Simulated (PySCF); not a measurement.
Bonds: Nb1-Se2 2.251 Å, Nb1-Cl3 2.268 Å, Nb1-Cl4 2.269 Å, Nb1-Cl5 2.266 Å.

Geometry: PBE0-D3(BJ)/def2-SVP; GIAO absolute shieldings from PySCF 2.14.0 with density-fitted response routines, gas phase, scalar relativity only through the core potential, averaged over equivalent atoms.

At PBE0/pcSseg-1 (def2-TZVP on Nb) (153 basis functions, 21 s wall time on 1 thread of an Arm Neoverse V1, shared host):
```csv
atoms,σ (ppm)
Se2,-1473.5
Cl3/Cl4/Cl5,314.0
```

**Question.** Predict the values at KT2/pcSseg-1 (def2-TZVP on Nb) on the same geometry.

**Answer.** 
```json
{"atoms": "Se2", "σ at KT2/pcSseg-1 (def2-TZVP on Nb)": "-953.4", "change": "+520.1"}
{"atoms": "Cl3/Cl4/Cl5", "σ at KT2/pcSseg-1 (def2-TZVP on Nb)": "294.8", "change": "-19.2"}
```

The largest change is at Se2 (selenium bonded to Nb). Cost: 153 basis functions, 25 s wall time on 1 thread of an Arm Neoverse V1, shared host.

Nb is described by an effective core potential, so it has no shielding of its own here; spin–orbit effects on the atoms bonded to it, which can be large, are absent, and the values of these neighbours are rough. Relativistic effects, spin–orbit coupling among them, are left out; they matter for Se and for the light atoms bonded to it.
